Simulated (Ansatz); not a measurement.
Ansatz (a program for electronic structure) input (HF/3-21G): The .json file is the Basis Set Exchange's 3-21G.

Ansatz 0.2 input:
```yaml
crystal:
  periodic: [false, false, false]
  atoms:
    - {symbol: Ca, position_ang: [-0.00000000, -0.00000000, -1.19411398]}
    - {symbol: Cl, position_ang: [0.00000000, 0.00000000, 1.40483997]}
basis:
  gaussian:
    orbitals: 3-21G.json
hamiltonian:
  xc: {name: HF}
total_charge: 1
phonons: {temperatures: {t_min: 298.15, t_max: 298.15, t_step: 100}}
```

### Question
Which harmonic wavenumbers does it give?

### Answer
363 cm⁻¹ (unscaled; negative means imaginary).
